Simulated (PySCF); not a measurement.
1,1,1,3-tetrafluoropropane, C3H4F4.
InChI=1S/C3H4F4/c4-2-1-3(5,6)7/h1-2H2

Method: PySCF, TDDFT wB97X-D/def2-SVPD, vertical, gas phase, core orbitals frozen in the response. One conformer (not necessarily the lowest) at the PBE0-D3(BJ)/def2-SVP geometry, without solvent, vibrations or thermal averaging. Torsions of this conformer, `[F:1][CH2:2][CH2:3][C:4]([F:5])([F:6])[F:7]`: F1–C2–C3–C4 179°, C2–C3–C4–F5 -59°.

```
state  E (eV)  ν̃ (cm⁻¹)       f  |μ| (D)  symmetry   main configurations (H = HOMO, L = LUMO)
   S1    9.71      78320  0.0095     0.51        A″                     H→L (45%), H→L+1 (44%)
   S2   10.10      81480  0.0033     0.29        A′                 H-1→L+1 (47%), H-1→L (37%)
   S3   10.22      82430  0.0003     0.09         –        H→L (42%), H→L+4 (24%), H→L+1 (22%)
   S4   10.52      84830  0.0028     0.26        A′  H-1→L (52%), H-1→L+1 (21%), H-1→L+4 (19%)
   S5   10.90      87910   0.088     1.46        A″                   H→L+2 (72%), H→L+1 (12%)
   S6   11.07      89290   0.075     1.34        A′                                H→L+3 (86%)
   S7   11.22      90490   0.067     1.26        A′   H-1→L+2 (64%), H-1→L+1 (12%), H-2→L (9%)
   S8   11.28      91010   0.014     0.58        A″               H-1→L+3 (81%), H-1→L+5 (10%)
   S9   11.30      91150   0.108     1.59        A′                 H-2→L (73%), H-1→L+2 (11%)
  S10   11.71      94410  0.0009     0.15         –                    H-3→L (60%), H→L+4 (9%)
```

Triplets (Tamm–Dancoff): T1 9.42 eV, H→L+1 (54%), H→L (22%), H→L+4 (9%); T2 9.77 eV, H-1→L+1 (54%), H-1→L+4 (14%), H-1→L (13%); T3 9.90 eV, H→L (57%), H→L+4 (22%); T4 10.19 eV, H-1→L (69%), H-1→L+4 (16%).

The lowest singlet lies at 9.71 eV (128 nm, vacuum ultraviolet) and is weak; its leading configuration is HOMO→LUMO (45%). The most intense listed level is S9 at 11.30 eV (110 nm, f = 0.108), 1.59 eV above S1. Löwdin shares by element: HOMO fluorine 35% or more, carbon 26% or more, hydrogen 24% or more (atoms not listed hold the other 16%); LUMO carbon 50%, fluorine 8% or more (atoms not listed hold the other 43%). Orbital energies (eV): HOMO-3 -13.84, HOMO-2 -13.31, HOMO-1 -12.30, HOMO -12.03, LUMO 2.31, LUMO+1 2.80, LUMO+2 3.23. The listed states span 1.99 eV. Of the 10 states listed, 5 reach f = 0.01 and 1 stays under 0.0005. No computed singlet lies in the visible range (380 to 750 nm); the lowest, at 128 nm, stands 6.45 eV above its violet end (3.26 eV). The vertical ionisation energy (ΔSCF) is 12.79 eV, 1.09 eV above S10. Symmetry labels in Cs follow from the direction of the transition dipole and are given only for states with f of 0.002 or more. Only the lowest 10 singlets were computed, as vertical energies without vibronic structure.
